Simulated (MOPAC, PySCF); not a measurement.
CH$_{5}$Ga, SMILES `[CH3][GaH2]`, neutral singlet in the gas phase. 

Cartesian coordinates (Å):
```xyz
7

C     -0.9063    -0.0908     0.0376
Ga     1.0584     0.1354    -0.0468
H     -1.2557    -0.6509    -0.8330
H     -1.4357     0.8598     0.0820
H     -1.1699    -0.6804     0.9197
H      1.9836    -1.1337    -0.1810
H      1.7257     1.5606     0.0215
```
Charge 0, spin multiplicity 1.

All levels are single points at this geometry (B3LYP-D3(BJ)/def2-TZVP); Pople sets use spherical d functions. Orbital energies aren't observables, and empty levels follow the basis.

B3LYP/6-311+G** (LANL2DZ on Ga) in PySCF gives gap (eV) = 6.27.

### Question
Estimate the gap (eV) from each of these levels: PBE-D3(BJ)/def2-TZVP in PySCF; ωB97X-D3(BJ)/def2-TZVP in PySCF; B3LYP/3-21G in PySCF; M06-2X/6-31G* in PySCF; PBE/6-31G* in PySCF; HF/6-31G* in PySCF; PM3 in MOPAC; PM7 in MOPAC.

### Answer

```json
[
 {"level": "PBE-D3(BJ)/def2-TZVP in PySCF", "gap (eV)": "4.58"},
 {"level": "ωB97X-D3(BJ)/def2-TZVP in PySCF", "gap (eV)": "10.94"},
 {"level": "B3LYP/3-21G in PySCF", "gap (eV)": "6.04"},
 {"level": "M06-2X/6-31G* in PySCF", "gap (eV)": "8.12"},
 {"level": "PBE/6-31G* in PySCF", "gap (eV)": "4.53"},
 {"level": "HF/6-31G* in PySCF", "gap (eV)": "12.12"},
 {"level": "PM3 in MOPAC", "gap (eV)": "7.07"},
 {"level": "PM7 in MOPAC", "gap (eV)": "11.68"}
]
```
